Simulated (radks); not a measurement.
Question: The lead ion Pb4+, configuration [Xe] 4f14 5d10 (the NIST ground configuration). Method: scalar-relativistic Kohn-Sham, PBEsol, spin-polarised, spherical densities, finite nucleus; Fermi nuclear charge, rms radius 5.5012 fm; computed with a radial shooting solver on a logarithmic mesh with Libxc functionals. Some entries of the table are withheld. Estimate them.

orbital  occ.  eigenvalue (eV)  <r^2> (bohr^2)  r(max) (bohr)
1s          2        -88085.76       0.0003576            (1)
2s          2        -15791.10        0.005425        0.05718
2p          6        -13558.93        0.004619        0.04761
3s          2        -3822.181         0.03489         0.1612
3p          6        -3181.763         0.03613         0.1613
3d         10        -2526.533             (2)         0.1314
4s          2        -897.0397          0.1667         0.3624
4p          6        -687.0250             (3)         0.3824
4d         10        -443.4412          0.2144         0.3884
5s          2              (4)          0.8151         0.7887
4f         14        -174.4462          0.2466         0.3496
5p          6        -127.0778           1.070            (5)
5d         10              (6)           1.819          1.067

Answer: 
(1) 1s r(max) (bohr): 0.009850
(2) 3d <r^2> (bohr^2): 0.02993
(3) 4p <r^2> (bohr^2): 0.1910
(4) 5s eigenvalue (eV): -185.3930
(5) 5p r(max) (bohr): 0.8814
(6) 5d eigenvalue (eV): -61.6912
